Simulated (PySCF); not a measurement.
## How methods differ on the excitation energy of Rh

Rh [Kr] 4d8 5s1 (4F) → Rh [Kr] 4d7 5s2 (4F), as a difference of total energies. Calculation: PySCF 2.14, in aug-cc-pwCVTZ-DK; the spin-free X2C one-electron Hamiltonian (Gaussian nucleus). Correlated levels: valence: [Kr] frozen; valence and next inner shell: [Ar] 3d10 frozen. The calculations carry no spin-orbit coupling.

| method | excitation energy (cm⁻¹) |
| --- | --- |
| UHF | 10416 |
| LDA | 15832 |
| PBE | 15957 |
| r2SCAN | 15727 |
| MN15 | 16234 |
| BLYP | 14492 |
| MP2 (valence) | 14330 |
| SCS-MP2 (valence) | 13797 |
| MP2 (valence and next inner shell) | 13796 |
| SCS-MP2 (valence and next inner shell) | 12597 |

Q: Estimate what BP86 gives.

A: 15962 cm⁻¹, closest to PBE among the rows shown.

Q: Estimate what PBE0 gives.

A: 15443 cm⁻¹, closest to r2SCAN among the rows shown.

A first-order spin-orbit estimate (lowest level to lowest level, LS coupling) adds -0.021 eV.
